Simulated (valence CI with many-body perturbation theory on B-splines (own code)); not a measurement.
## E1 line list for Zr27+

Calculated by relativistic CI+MBPT: three valence electrons over a frozen Dirac-Fock core [Ne], a basis of 11 s, 11 p, 10 d, 8 f, 5 g, 2 h functions for each j, with the one-electron correlation potential Σ1, the two-electron term Σ2, the three-electron term Σ3, Breit, model QED; selected CI, second order for the rest, scaled by the run's own slope (own B-spline code, finite nucleus).

No measured spectrum was set against this ion. As an estimate, large intervals hold to a few tenths of a per cent, small ones and those within an open d or f shell to about a per cent.

Lines 51 to 100 of 580 in falling wavelength, among levels below 690.00 eV, chosen from the strongest by gf and those to the six lowest levels. Wavelengths and rates use the calculated energies. Electric multipoles are in the length gauge, E1 and E2 with the static RPA response of the core. Weak lines are less certain than strong ones. Lines between different terms over intervals too small for the method are left out, as are lines whose strength nearly cancels. The highest levels of a list are the least certain.

Names give the largest LS component (configuration and term), which can be under half, so a name can repeat, a term be missing and a line seem to break the LS rules; names also repeat where a configuration has a term twice. Letters in brackets count levels of one name in rising energy.

```csv
λ vac (Å),Upper,Lower,A (s⁻¹),S (a.u.)
157.3,3d3 2P_3/2,3p 3d2 2P°_3/2 [c],7.94e+09,6.10e-02
157.0,3p 3d2 4G°_11/2,3s 3d2 4F_9/2,2.36e+10,5.41e-01
156.7,3s 3p 3d 4F°_3/2,3s 3p2 2D_3/2,3.59e+08,2.73e-03
156.7,3s 3p2 2D_5/2,3s2 3p 2P°_3/2,4.04e+09,4.60e-02
156.3,3p 3d2 2H°_11/2,3s 3d2 2G_9/2,3.92e+10,8.87e-01
155.0,3s 3p2 2P_1/2,3s2 3p 2P°_3/2,3.16e+09,1.16e-02
154.2,3d3 2H_9/2,3p 3d2 2G°_7/2 [b],3.26e+09,5.89e-02
154.0,3p2 3d 4F_9/2,3s 3p 3d 4F°_9/2,1.74e+10,3.13e-01
153.2,3p2 3d 2D_5/2 [a],3s 3p 3d 4D°_7/2,1.38e+10,1.47e-01
153.1,3p2 3d 2F_7/2 [b],3s 3p 3d 2F°_7/2 [b],5.94e+09,8.41e-02
152.0,3p 3d2 2D°_5/2 [b],3s 3d2 4P_3/2,8.06e+09,8.39e-02
152.0,3p2 3d 4P_3/2 [a],3s 3p 3d 4D°_5/2,1.25e+10,8.68e-02
150.7,3p3 4S°_3/2,3s 3p2 2D_3/2,2.60e+09,1.76e-02
149.3,3s 3p 3d 2F°_7/2 [a],3s2 3d 2D_5/2,4.23e+09,5.55e-02
149.3,3p2 3d 4D_7/2,3s 3p 3d 2D°_5/2 [a],1.08e+10,1.42e-01
149.2,3p2 3d 4F_3/2,3p3 2D°_5/2,8.56e+09,5.62e-02
149.1,3p 3d2 2G°_9/2 [b],3s 3d2 2F_7/2,5.71e+10,9.35e-01
148.7,3d3 2G_7/2,3p 3d2 2F°_5/2 [b],1.67e+10,2.17e-01
147.7,3p 3d2 2F°_7/2 [b],3s 3d2 2G_9/2,2.02e+10,2.57e-01
147.7,3p 3d2 2D°_5/2 [d],3s 3d2 2P_3/2,3.95e+10,3.77e-01
147.6,3p 3d2 2F°_5/2 [a],3p2 3d 2D_3/2 [b],7.81e+09,7.44e-02
147.6,3p2 3d 2D_5/2 [d],3s 3p 3d 2P°_3/2 [b],7.03e+09,6.70e-02
147.5,3p 3d2 2F°_7/2 [b],3s 3d2 2D_5/2,8.23e+09,1.04e-01
146.9,3p 3d2 4F°_9/2,3s 3d2 4F_9/2,1.34e+10,2.10e-01
146.4,3s 3p 3d 4F°_5/2,3s 3p2 2D_3/2,5.28e+08,4.91e-03
146.3,3p 3d2 4D°_7/2 [c],3s 3d2 4P_5/2,2.03e+10,2.51e-01
146.1,3p2 3d 2D_3/2 [b],3s 3p 3d 2P°_3/2 [b],1.18e+10,7.27e-02
146.1,3p3 2D°_3/2,3s 3p2 4P_3/2,5.45e+09,3.35e-02
146.1,3p 3d2 2F°_7/2 [a],3p2 3d 2F_7/2 [b],5.84e+09,7.18e-02
145.8,3p2 3d 2G_7/2,3s 3p 3d 2F°_5/2 [a],2.24e+10,2.75e-01
145.8,3p2 3d 2D_5/2 [d],3s 3p 3d 2D°_5/2 [b],1.78e+10,1.63e-01
145.2,3d3 2G_9/2,3p 3d2 2G°_7/2 [b],4.96e+10,7.49e-01
145.1,3p2 3d 4F_7/2,3s 3p 3d 4P°_5/2,1.82e+10,2.19e-01
145.1,3p 3d2 2P°_1/2 [b],3p2 3d 2D_3/2 [c],1.92e+10,5.79e-02
145.0,3p 3d2 2F°_5/2 [b],3s 3d2 2F_5/2,9.82e+09,8.86e-02
144.8,3p 3d2 2D°_3/2 [c],3p2 3d 2D_3/2 [c],1.01e+10,6.08e-02
144.7,3p2 3d 2F_7/2 [a],3s 3p 3d 4F°_7/2,5.55e+09,6.63e-02
144.6,3p 3d2 4P°_5/2,3s 3d2 4P_5/2,9.49e+09,8.51e-02
144.0,3d3 2P_3/2,3p 3d2 2D°_5/2 [d],1.18e+10,6.94e-02
143.1,3p 3d2 2F°_7/2 [a],3s 3d2 4F_7/2,7.48e+09,8.65e-02
142.9,3p 3d2 4F°_9/2,3s 3d2 4F_7/2,1.35e+10,1.94e-01
142.9,3p 3d2 2D°_3/2 [d],3s 3d2 2P_1/2,5.23e+10,3.01e-01
142.9,3p2 3d 2D_3/2 [b],3s 3p 3d 2P°_3/2 [a],9.31e+09,5.36e-02
142.7,3p 3d2 2D°_5/2 [b],3p2 3d 2P_3/2 [b],8.10e+09,6.97e-02
142.5,3p 3d2 4P°_5/2,3s 3d2 4P_3/2,1.76e+10,1.51e-01
142.4,3p 3d2 2P°_1/2 [c],3s 3d2 2S_1/2,3.20e+10,9.12e-02
142.0,3p 3d2 2G°_7/2 [a],3p2 3d 2F_5/2 [b],8.81e+09,9.96e-02
141.8,3p2 3d 2F_5/2 [a],3s 3p 3d 4F°_5/2,7.84e+09,6.62e-02
141.8,3d3 2F_7/2,3p 3d2 2D°_5/2 [d],3.51e+10,3.95e-01
141.2,3p 3d2 4D°_7/2 [b],3s 3d2 4F_9/2,7.57e+09,8.43e-02
```
